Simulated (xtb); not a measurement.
Al(H)2(OSiH3) (AlH5OSi), SMILES [SiH3][O][AlH2]. All values are semi-empirical tight-binding results from xtb (GFN2-xTB unless named), good for trends rather than for accurate numbers. Coordinates come from a GFN2-xTB optimisation.

A frequency run showed that this geometry is not a minimum.

For metal compounds this method's bond lengths and energies can be far off.

**Question.** Estimate the properties. (The exact figures need the calculation; the answer reports its results.)

**Answer.** 
The orbital gap comes out as 4.91 eV.
